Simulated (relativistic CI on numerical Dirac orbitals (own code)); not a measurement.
## Cr4+ (3d2) in a crystal field

Calculated by Dirac-Coulomb-Breit CI, separate exchange-only KLI orbitals for each configuration, a model potential for QED, valence Slater integrals scaled by 0.7, one configuration in a parametric crystal field (own radial code).

Field parameters in Wybourne normalisation: D3d B²₀ = −7Dσ, B⁴₀ = −14Dq − 21Dτ, B⁴₃ = −14√(10/7) Dq. The field is a parameter set, without covalency.

S is read from ⟨S²⟩ = S(S + 1).

Powder χT (cm³ K mol⁻¹) by Van Vleck's formula, with temperature-independent terms:

| Field | 2 K | 5 K | 10 K | 20 K | 50 K | 100 K | 200 K | 300 K |
| --- | --- | --- | --- | --- | --- | --- | --- | --- |
| D3d, 10Dq = 12700, Dσ = -1200, Dτ = -190 cm⁻¹ | 0.332 | 0.658 | 0.789 | 0.831 | 0.851 | 0.867 | 0.895 | 0.923 |
| D3d, 10Dq = 12700, Dσ = -980, Dτ = -190 cm⁻¹ | 0.302 | 0.622 | 0.766 | 0.814 | 0.836 | 0.854 | 0.885 | 0.916 |
| D3d, 10Dq = 12700, Dσ = -760, Dτ = -190 cm⁻¹ | 0.264 | 0.572 | 0.734 | 0.792 | 0.819 | 0.839 | 0.873 | 0.907 |
| D3d, 10Dq = 12700, Dσ = -550, Dτ = -190 cm⁻¹ | 0.223 | 0.51 | 0.693 | 0.765 | 0.798 | 0.821 | 0.86 | 0.897 |
| D3d, 10Dq = 12700, Dσ = -330, Dτ = -190 cm⁻¹ | 0.18 | 0.431 | 0.635 | 0.728 | 0.771 | 0.798 | 0.842 | 0.885 |
| D3d, 10Dq = 12700, Dσ = -110, Dτ = -190 cm⁻¹ | 0.14 | 0.345 | 0.558 | 0.677 | 0.735 | 0.767 | 0.819 | 0.868 |
| D3d, 10Dq = 12700, Dσ = 110, Dτ = -190 cm⁻¹ | 0.103 | 0.259 | 0.461 | 0.608 | 0.686 | 0.727 | 0.789 | 0.847 |
| D3d, 10Dq = 12700, Dσ = 330, Dτ = -190 cm⁻¹ | 0.0723 | 0.181 | 0.349 | 0.514 | 0.618 | 0.671 | 0.747 | 0.818 |

Task: For D3d, 10Dq = 12700, Dσ = -980, Dτ = -190 cm⁻¹: what effective moment follows at 300 K?

Result: μ_eff = √(8χT) = 2.71 μB. The ground level has S = 1.00; the spin-only moment for S = 1 is 2.83 μB. The difference comes from the orbital moment, spin-orbit mixing of terms and temperature-independent paramagnetism, all larger in this ionic model than in covalent complexes.
